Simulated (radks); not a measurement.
Spherical jellium clusters: N electrons in a uniform positive sphere of charge N and radius rs N^(1/3), rs = 4.75 bohr. Calculated with a radial shooting solver with Libxc functionals: non-relativistic Kohn-Sham, LDA (Slater exchange, Perdew-Wang correlation), spin-polarised, spherical densities. Levels are named by radial order and angular momentum (1s, 1p, 1d, 2s, ...), and open shells are averaged over m.

N = 35, configuration 1s2 1p6 1d10 2s2 1f14 2p(up 1, down 0). This is the lowest configuration that the search found. Occupied and some empty levels:

level,occupation,eigenvalue (eV),<r> (bohr)
1s up,1,-4.3518,8.784
1s down,1,-4.2820,9.141
1p up,3,-3.8977,10.80
1p down,3,-3.8621,10.95
1d up,5,-3.3645,11.97
1d down,5,-3.3439,12.02
2s up,1,-3.2106,9.496
2s down,1,-3.1298,9.263
1f up,7,-2.7408,12.81
1f down,7,-2.7258,12.82
2p up,1,-2.3895,10.41
2p down,0,-2.3066,10.47
1g up,0,-2.0303,13.52
1g down,0,-2.0169,13.52
2d up,0,-1.5255,11.95
2d down,0,-1.4688,12.10
3s up,0,-1.4163,11.67
3s down,0,-1.3695,11.73

Energy (eV): total -66.6558, kinetic 44.688, external -2561.1, Hartree 1275.1, exchange-correlation -112.50, background 1287.2.

Electron density:

r (bohr),n(r) (e/bohr^3)
0.488,0.002765
2.33,0.002572
4.17,0.002207
6.00,0.001938
7.84,0.002055
9.68,0.002482
11.5,0.002671
13.4,0.002041
15.2,0.0009294
17.0,0.0002568
18.9,0.00005354
20.7,9.649e-06
22.6,1.615e-06
24.4,2.621e-07
